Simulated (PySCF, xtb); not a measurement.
CH3BrTe, SMILES [Te](C)Br. Atoms are numbered in the order given.

```xyz
6

Te     0.3859     0.8394     0.0000
Br    -0.1150    -1.6286     0.0000
C     -1.6732     1.4448     0.0000
H     -2.1662     1.0703     0.9049
H     -2.1662     1.0703    -0.9049
H     -1.6726     2.5450     0.0000
```

Coordinates come from a PBE0-D3(BJ)/def2-SVP optimisation. The def2 effective core potentials stand for the cores of Te; spin–orbit coupling is left out.

Computed with PySCF with IEF-PCM-M06-2X/def2-SVP.

The values are the electrostatic part of the solvation free energy, E(continuum) − E(gas) at the gas-phase geometry, in a cavity of scaled van der Waals radii (PySCF's table); cavitation and dispersion terms are not included. In vacuum the orbital gap is 5.75 eV. The dipole moment in vacuum is 2.64 D.

```csv
solvent,ε,ΔG(elec) (kcal/mol),dipole (D),gap (eV)
water,78.36,-3.8,3.71,5.87
chlorobenzene,5.70,-2.8,3.44,5.84
ethanol,24.85,-3.6,3.66,5.87
```

For comparison, GFN2-xTB/ALPB(water) (xtb, at the GFN2-xTB geometry, all terms of that model) gives -1.6 kcal/mol.
